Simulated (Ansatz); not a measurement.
`FB(Cl)Br` + H₂S → `SB(Cl)Br` + H–F at 400 K and 1 bar (ligand exchange at a B–F bond).

Computed with Ansatz on PBE0-D4/def2-TZVP structures; ΔE is electronic, products minus reactants. CCSD(T)/CBS adds triple-zeta CCSD(T) − MP2 to the extrapolated MP2 energy (def2 sets, frozen cores). This one scheme is used for every species. For Br outer-core shells are correlated without core-valence functions, which leaves a few kJ/mol of doubt a bond. Scalar relativity is left out up to krypton. One conformer a species, not always the lowest.

| species | CCSD(T)/CBS energy (Eh) | H − E (kJ/mol) | S (J/(mol·K)) |
| --- | --- | --- | --- |
| `FB(Cl)Br` | -3157.81685 | 43.1 | 323.4 |
| H₂S | -398.97279 | 53.4 | 215.9 |
| `SB(Cl)Br` | -3456.37310 | 65.8 | 344.7 |
| H–F | -100.39570 | 36.5 | 182.2 |

H − E and S are ideal-gas, rigid-rotor, harmonic terms from PBE0-D4/def2-TZVP, for one conformer and one mirror image of each species. 1 Eh = 2625.50 kJ/mol, R = 8.31446 J/(mol·K).

Q: By hand: ΔE, ΔH, ΔS and ΔG.

A: ΔE = (-3456.37310) + (-100.39570) − (-3157.81685) − (-398.97279) = 0.02084 Eh = 54.7 kJ/mol. Δ(H − E) = 65.8 + 36.5 − 43.1 − 53.4 = 5.8, so ΔH = 60.5 kJ/mol. ΔS = 344.7 + 182.2 − 323.4 − 215.9 = -12.4 J/(mol·K). ΔG = 60.5 − 400 × (-12.4)/1000 = 65.5 kJ/mol.

Q: By hand: the equilibrium constant, and the temperature at which ΔG would vanish if ΔH and ΔS stayed fixed.

A: log₁₀ K = −ΔG/(RT ln 10) = -8.6. ΔH and −TΔS have one sign here, so there is no such temperature.

The number of gas molecules stays the same, so ΔS is small and ΔH decides. A doubt of 5 kJ/mol in ΔE shifts log₁₀ K by 0.7 here. Other conformers and mirror images would add mixing entropy, several J/(mol·K) or more a flexible species. These are equilibria of isolated gas molecules and say nothing of rates. Largest T1 diagnostic: 0.011 (customary marks: 0.02 for closed shells, 0.045 for open ones).

ΔS is within the doubt of such terms, so its sign, and with it that verdict, could turn.
